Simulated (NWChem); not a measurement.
System: VH$_{2}$O$_{3}$Cl; SMILES [V]([Cl])(=[O])([OH])[OH]

NWChem input:

```
start job
memory heap 200 mb stack 900 mb global 1100 mb
geometry units angstroms noautoz
  V     -0.078069    -0.259715     0.000000
  O      1.365470    -0.837970     0.000000
  Cl     0.052971     1.926662     0.000000
  O     -0.914455    -0.817078    -1.434201
  H     -0.432851    -1.308220    -2.120589
  O     -0.914455    -0.817078     1.434201
  H     -0.432851    -1.308220     2.120589
end
basis spherical
  * library 3-21g
end
dft
  xc b3lyp
  iterations 150
  mulliken
end
task dft energy
```

Geometry: optimised at B3LYP/6-31G* (spherical d). B3LYP is NWChem's, with the RPA form of VWN correlation.

**Question.** Predict the main results of this run. (B3LYP/3-21G.) Quantities: basis functions; energy (Ha); highest occupied level (eV); orbital gap (eV); dipole (D).

**Answer.** 
| Quantity | Value |
|---|---|
| number of basis functions | 71 |
| energy (Ha) | -1623.25 |
| highest occupied level (eV) | -8.56 |
| orbital gap (eV) | 5.37 |
| dipole (D) | 3.96 |
